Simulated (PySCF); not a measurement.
Identify the compound

Molecular formula: C$_{5}$H$_{10}$F$_{2}$OSi. Simulated spectra:

$^{1}$H NMR (500 MHz, computed): δ 5.33 (m, 1H), 5.21 (m, 2H), 5.17 (m, 2H), 5.08 (m, 2H), 2.15 (s, 3H).

$^{13}$C{$^{1}$H} NMR (computed): δ 164.7 (C), 110.2 (CH), 80.5 (CH2), 76.9 (CH2), 18.2 (CH3).

PySCF 2.14 calculation with NMR shieldings at PBE0/pcSseg-1/GIAO and GFN2-xTB structure; relativity neglected, averaged over atoms made equivalent by symmetry, fast rotation or ring inversion, no solvent, one computed conformer.

δ = σ(ref) − σ, references computed at the same level: $^{1}$H (σref 31.72), $^{13}$C (σref 186.93) against TMS.

Question: Which of these isomers gave the spectra?
A. CCO[SiH2]C(C)=C(F)F
B. CO[Si@H](C)C(C)=C(F)F
C. CCC([SiH2]OC)=C(F)F
D. C[C@@H](O[SiH3])[C@@H]1[C@H](F)[C@@H]1F
E. C/C(=C\CF)O[SiH2]CF

Answer: E. 

- Rings plus π bonds: 1 (no ring in the answer).
- 5 carbon signals for 5 carbons: no two carbons are equivalent.
- Carbon types of the structure: 1 × C, 1 × CH, 2 × CH2, 1 × CH3, leaving 2 H on heteroatoms.
- δC 164.7: alkene carbon bearing oxygen; an sp2 carbon further deshielded by the attached heteroatom.
- δC 110.2: β carbon of an enol-ether or enamine type C=C; the O or N lone pair pushes π density onto this β carbon and shields it.
- δC 80.5: allylic sp3 CH2 bonded to F; the inductive effect lowers its shielding.
- δC 76.9: sp3 CH2 bonded to F and Si; pulled downfield by the heteroatom.
- δH 5.08: hydrogen on an sp3 CH2 bonded to F and Si; its carbon carries F, an electronegative neighbour.

The others: CCC([SiH2]OC)=C(F)F would give 4 signals for carbon-bound and other non-exchanging H, not 5; CCO[SiH2]C(C)=C(F)F would give 4 signals for carbon-bound and other non-exchanging H, not 5; CO[Si@H](C)C(C)=C(F)F would give 4 signals for carbon-bound and other non-exchanging H, not 5; C[C@@H](O[SiH3])[C@@H]1[C@H](F)[C@@H]1F would give 6 signals for carbon-bound and other non-exchanging H, not 5.

Splittings by $^{19}$F in the carbon and heteronuclear signals aren't shown, as no couplings were computed. Shifts are as computed. Against solution values, carbons near 30 ppm lie about +3 ppm off and those near 130 ppm about +5 ppm. Of 1211 compounds with measured shifts, 218 miss one by over three times the rms of a fit or turn the order of signals round; such compounds aren't used in these exercises. No couplings were computed; multiplicities are counted from neighbouring protons, with m where these are inequivalent, close in shift, in a saturated or five-membered ring or joined by F or P, and br s for small geminal =CH2 splittings.
